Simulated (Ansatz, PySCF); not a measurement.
Process, species as SMILES: CSC -> [CH2]SC + H atom (the C-H bond at the site shown breaks; other sites are not compared here)
Structures are relaxed separately at B3LYP-D3(BJ)/def2-TZVP in Ansatz (a program for electronic structure), one conformer each, not searched for the lowest.

Property: bond dissociation energy (enthalpy at 298 K, with B3LYP-D3(BJ) rigid-rotor harmonic-oscillator terms from PySCF), in kJ/mol. Cores are frozen in the correlated levels unless marked. Open shells are spin-unrestricted. No spin-orbit coupling. No relativistic terms. CBS(X,Y): correlation extrapolated as X^-3; Hartree-Fock from the larger set. The bracket is a focal-point correction in the basis named.

| level | program | bond dissociation energy (kJ/mol) |
|---|---|---|
| HF/STO-3G | Ansatz | 423.5 |
| SVWN5/def2-TZVPD | Ansatz | 409.8 |
| TPSSh/def2-TZVPD | PySCF | 382.0 |
| MP2/cc-pV(D+d)Z | Ansatz | 378.2 |
| SCS-MP2/STO-3G | Ansatz | 477.3 |

### Question
What does RI-MP2/CBS(cc-pV(T+d)Z,cc-pV(Q+d)Z)+[CCSD(T)-MP2]/cc-pV(T+d)Z (Ansatz) give?

### Answer
395.8 kJ/mol, so SCS-MP2/STO-3G differs from it by 81.5 kJ/mol.
